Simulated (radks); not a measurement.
Bi2+, configuration [Hg] 6p(up 0.5, down 0.5) (fractional occupations, a model configuration). Calculated with a radial shooting solver on a logarithmic mesh with Libxc functionals: non-relativistic Kohn-Sham, r2SCAN, spin-polarised, spherical densities, point nucleus; meta-GGA in the generalised Kohn-Sham scheme; relativity is left out, which matters for an element this heavy.

Unscreened Slater integrals over Kohn-Sham orbitals (eV). They are taken over the spin-up orbitals.

| integral | value |
|---|---|
| F0(6p,6p) | 9.1598 |
| F2(6p,6p) | 5.0439 |
| F0(6p,6s) | 9.7651 |
| G1(6p,6s) | 6.6123 |
| F0(6p,5d) | 11.264 |
| F2(6p,5d) | 3.4205 |
| G1(6p,5d) | 1.1142 |
| G3(6p,5d) | 1.0100 |
| F0(6p,5p) | 11.498 |
| F2(6p,5p) | 2.7880 |
| G0(6p,5p) | 0.47439 |
| G2(6p,5p) | 0.64624 |
| F0(6s,6s) | 10.563 |
| F0(6s,5d) | 12.744 |
| G2(6s,5d) | 1.7668 |
| F0(6s,5p) | 13.079 |
| G1(6s,5p) | 0.85739 |
| F0(5d,5d) | 20.384 |
| F2(5d,5d) | 10.729 |
| F4(5d,5d) | 7.2018 |
| F0(5d,5p) | 22.214 |
| F2(5d,5p) | 11.551 |
| G1(5d,5p) | 14.472 |
| G3(5d,5p) | 9.0438 |
| F0(5p,5p) | 24.707 |
| F2(5p,5p) | 13.383 |

Derived for the open shells (J is the average intra-shell exchange parameter used in DFT+U). 6p: J = F2/5 = 1.009 eV.
